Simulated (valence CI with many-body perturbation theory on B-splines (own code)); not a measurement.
Results of a calculation; reference values are marked as such.
## Tm19+: what each term of the Hamiltonian does

Level of theory: valence CI with perturbative core correlation (CI+MBPT): four valence electrons over a frozen Dirac-Fock core [Kr] 4d10, radial functions for each j: 8 s, 8 p, 9 d, 9 f, 6 g, 3 h, 2 i, with the one-electron correlation potential Σ1 (screened to all orders), the two-electron term Σ2, the three-electron term Σ3, Breit, model QED; selected single and double excitations, second order for the rest, scaled by the run's own slope (own B-spline code, finite nucleus).

No measured levels were compared; by estimate terms of the open shell hold to a few per cent of their energy, and close levels can change places. Core correlation moves these levels by up to 3400 cm⁻¹, and in measured spectra 5 to 20 % of such shifts remained as error; rates that hang on mixing are uncertain with them. Only levels of the ground parity were solved; by the run's estimate the other parity begins above the list, which can be wrong where configurations are misplaced.

Each rung adds one term. CI alone is the Dirac-Coulomb CI over the frozen core; QED comes last and gives the full result, which names the levels. Energies are above 4f4 5I_4 on the same rung, in cm⁻¹.

Names give the largest LS component (configuration and term), which can be under half, so a name can repeat, a term be missing and a line seem to break the LS rules; names also repeat where a configuration has a term twice. Letters in brackets count levels of one name in rising energy.

```tsv
Level	CI alone
4f4 5I_5	6868
4f4 5I_6	13690
4f4 5I_7	20176
4f4 5I_8	26313
4f4 5F_2	30257
4f4 5F_1	30266
4f4 5F_4 [a]	35014
4f4 5F_3	34998
4f4 5S_2	38028
4f4 3K_6 [a]	40223
4f4 5G_2	41284
4f4 5G_3	42546
4f4 5F_5	43154
4f4 5F_4 [b]	42918
4f4 3K_7	43980
4f4 3L_8 [a]	48452
```

What do these energies become with core correlation, Breit and QED?

4f4 5I_5 7123 (+255); 4f4 5I_6 13972 (+282); 4f4 5I_7 20316 (+140); 4f4 5I_8 26185 (-127); 4f4 5F_2 29472 (-785); 4f4 5F_1 29860 (-406); 4f4 5F_4 [a] 34285 (-729); 4f4 5F_3 34466 (-532); 4f4 5S_2 36684 (-1345); 4f4 3K_6 [a] 39517 (-706); 4f4 5G_2 39588 (-1696); 4f4 5G_3 41461 (-1086); 4f4 5F_5 42594 (-559); 4f4 5F_4 [b] 42609 (-309); 4f4 3K_7 42816 (-1164); 4f4 3L_8 [a] 46872 (-1580).

How does the ionisation energy move along the ladder, and which term matters most?

CI alone 473.92, + Σ1 477.07, + Σ2 484.49, + Σ3 484.52, + Breit 484.55, + QED 484.58 eV. The largest step is Σ2, 7.41 eV. NIST lists 496 ± 25 eV (theoretical).
